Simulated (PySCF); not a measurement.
**Quadrupolar nuclei of `O=[P@@H](C[SiH3])C(F)=C(F)F` in NMR**

Compound: C₃H₆F₃OPSi.
Z-matrix (Å and degrees, GFN2-xTB geometry), rows numbered from 1:
```
O 
P   1  1.4591
C   2  1.8013  1  116.57
Si  3  1.9124  2  106.37  1   -62.97
C   2  1.8425  1  112.04  3   124.00
F   5  1.3393  2  118.43  1   115.78
C   5  1.3242  2  119.82  1   -60.48
F   7  1.3250  5  120.09  2    -5.44
F   7  1.3200  5  128.86  2   176.75
H   2  1.3929  1  114.90  3  -125.87
H   3  1.0874  2  110.26  1   174.74
H   3  1.0900  2  107.63  1    55.70
H   4  1.4663  3  107.63  2   -57.68
H   4  1.4634  3  105.81  2  -175.60
H   4  1.4565  3  109.79  2    63.82
```

Computed at PBE0/pcSseg-1 (PySCF, non-relativistic):

```
atom        environment  nucleus  spin I    Q (b)  CQ = χzz (MHz)      η
  O1  phosphoryl oxygen      17O     5/2  -0.0256          -5.017  0.180
```

Q: PQ = |CQ|√(1 + η²/3), νQ = 3|CQ|/[2I(2I − 1)], ν0 = |g|·7.62259 MHz/T·B with g(17O) = −0.75752: values at 18.8 T?

A: 
```csv
atom,PQ (MHz),νQ (MHz),ν0 (MHz),νQ/ν0
O1,5.044,0.753,108.56,0.007
```

For O1: PQ = 5.017 × 1.0054, νQ = 5.017 × 0.1500, ν0 = 5.7742 MHz/T × 18.8 T.

Q: For half-integer spins with νQ below a tenth of ν0, find the second-order shift of the centre of gravity of the central transition at 18.8, 23.5 and 28.2 T.

A: From −(3/40)(PQ/ν0)²[I(I + 1) − 3/4]/[I(2I − 1)]², which goes as 1/B² (ppm):

```json
{"site": "17O at O1", "18.8 T": "-13", "23.5 T": "-8.29", "28.2 T": "-5.76"}
```

Solvent, lattice and vibrations would change these gradients. Geometry: GFN2-xTB, one conformer, isolated molecule. GFN2-xTB bond lengths can be off by several hundredths of an ångström, more for odd bonds, and the gradients follow them. With so small a basis the couplings can be 20 % off.
